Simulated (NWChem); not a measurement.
System: TaOF₃; SMILES [O]=[Ta]([F])([F])[F]

Program: NWChem. The geometry was optimised at PBE0/def2-SVP. def2 effective core potentials on Ta; no spin-orbit coupling. Total energies compare along this basis series because the functional is fixed.

| level | basis functions | energy (Ha) | highest occupied level (eV) | orbital gap (eV) | dipole (D) |
|---|---|---|---|---|---|
| PBE0/def2-SVP | 88 | -431.3789 | -10.34 | 8.68 | 1.78 |
| PBE0/def2-SVPD | 127 | -431.4069 | ? | 8.65 | 1.79 |
| PBE0/def2-TZVP | 164 | -431.8551 | -10.34 | 8.69 | 1.87 |
| PBE0/def2-TZVPD | 203 | -431.8589 | -10.35 | 8.68 | 1.86 |
| PBE0/def2-TZVPP | 180 | -431.8639 | -10.30 | 8.72 | 1.90 |

Question: Fill in the missing entries.

Answer: 
- PBE0/def2-SVPD, highest occupied level (eV): -10.53
